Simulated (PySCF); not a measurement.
C₂H₈InP, SMILES [CH3][In]([CH3])[PH2]. Atoms are numbered in the order given.

```xyz
12

In    -0.2182     0.0465    -0.1745
C     -1.8018    -1.4580    -0.3408
H     -1.7791    -1.8971    -1.3511
H     -2.7862    -0.9862    -0.1962
H     -1.6704    -2.2603     0.3988
C     -0.2564     1.9523    -1.2550
H      0.5976     1.9965    -1.9491
H     -0.1563     2.7842    -0.5406
H     -1.1891     2.0743    -1.8248
P      1.6975    -0.3577     1.4636
H      2.6957     0.1331     0.5639
H      1.8662    -1.7223     1.0686
```

Geometry: B3LYP-D3(BJ)/def2-SVP. The structure was generated by enumeration; whether it is a known compound was not checked. The def2 effective core potentials stand for the cores of In; spin–orbit coupling is left out. The values are those of a single conformer.

All values below come from C-PCM-PBE0/def2-SVP (PySCF).

The values are the electrostatic part of the solvation free energy, E(continuum) − E(gas) at the gas-phase geometry, in a cavity of scaled van der Waals radii (PySCF's table); cavitation and dispersion terms are not included. A continuum can't describe solvent molecules that bind to the metal. In vacuum the orbital gap is 5.41 eV. The dipole moment in vacuum is 1.65 D.

```csv
solvent,ε,ΔG(elec) (kcal/mol),dipole (D),gap (eV)
water,78.36,-3.6,2.41,5.83
chlorobenzene,5.70,-2.9,2.24,5.74
acetonitrile,35.69,-3.5,2.39,5.82
```
